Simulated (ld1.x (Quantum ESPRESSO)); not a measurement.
# Ne, ultrasoft: configuration errors across variants

Ne, ultrasoft, made with ld1.x (Quantum ESPRESSO) 7.5 (BP86, fully relativistic). Core [He], reference 2s2 2p5 (charge +1). Waves: 2s (bound): rcut 0.45, rcutus 0.50 bohr; 2s channel at 0.45 Ry: rcut 0.45, rcutus 0.50 bohr; 2p (bound): rcut 0.75, rcutus 0.95 bohr; 2p channel at -2 Ry: rcut 0.75, rcutus 0.95 bohr; 3d channel at 0.3 Ry: rcut 0.80, rcutus 0.90 bohr; 3d channel at 2.65 Ry: rcut 0.80, rcutus 0.90 bohr. Local part: all-electron potential smoothed inside 0.40 bohr (lloc = -1). Core correction: Bessel-smoothed model core inside 0.45 bohr. Augmentation charge: built from norm-conserving waves at rcut, not smoothed further.

Open shells are filled in proportion to 2j + 1 (rel_dist='average').

All-electron excitation energies from the reference (eV): (1) 2s2 2p6 -22.563; (2) 2s2 2p4 43.356; (3) 2s2 2p3 110.879; (4) 2s1 2p6 23.411; (5) 2s2 2p5.5 -13.651; (6) 2s2 2p2 205.602.

The overlap operator is not positive definite (basis up to 400 Ry) in “base”, “all radii but the core radius scaled by about 1.16 (s 0.58, p 1.10, d 1.04 bohr, rcut 0.52/0.86/0.92); local potential all-electron potential smoothed inside 0.46 bohr (lloc = -1)”, “all radii but the core radius scaled by about 1.24 (s 0.62, p 1.18, d 1.12 bohr, rcut 0.56/0.92/0.98); local potential all-electron potential smoothed inside 0.50 bohr (lloc = -1)”. Such files are unfit for use, however small their errors in these radial tests.

2 further variants failed, have other tests or too few solved ones, and are left out.

A true bound ghost makes a file unfit for plane-wave use even where its test errors are small: the radial tests pick states by their node count and pass the ghost by.

Errors AE − PS in meV (a dash: test not solved or not reliable):

```csv
change,(1),(2),(3),(4),(5),(6),bound ghosts
base,+3.6,+8.4,+53,+20,+1.2,+176,"s (d3/2, d5/2 not tested, overlap not positive)"
"all radii but the core radius scaled by about 1.16 (s 0.58, p 1.10, d 1.04 bohr, rcut 0.52/0.86/0.92); local potential all-electron potential smoothed inside 0.46 bohr (lloc = -1)",+4.9,+14,+87,+16,+1.7,+295,not determined (overlap not positive)
"all radii but the core radius scaled by about 1.24 (s 0.62, p 1.18, d 1.12 bohr, rcut 0.56/0.92/0.98); local potential all-electron potential smoothed inside 0.50 bohr (lloc = -1)",+6.6,+20,+124,+18,+2.3,+419,not determined (overlap not positive)
```

(1) Give the same row for: all radii but the core radius scaled by about 1.36 (s 0.68, p 1.30, d 1.22 bohr, rcut 0.62/1.02/1.08); local potential all-electron potential smoothed inside 0.54 bohr (lloc = -1).

Results:

(1) +10, +31, +198, +23, +3.6, +664; bound ghosts: none.
